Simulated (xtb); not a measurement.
Species: CH₅NSi, SMILES `C=N[SiH3]` (charge 0, multiplicity 1).

Question: Give a relaxed geometry from GFN2-xTB in xtb.

Answer: the end point of this relaxation (outside a Z-matrix the atoms follow the SMILES, hydrogens last).
Z-matrix (Å, degrees):
```
N
C 1 1.2453
H 2 1.0885 1 119.42
H 2 1.0946 3 115.55 1 179.99
Si 1 1.7228 2 134.75 3 179.72
H 5 1.4597 1 102.78 2 121.58
H 5 1.4598 6 113.40 1 -110.14
H 5 1.4688 6 110.30 7 -124.20
```
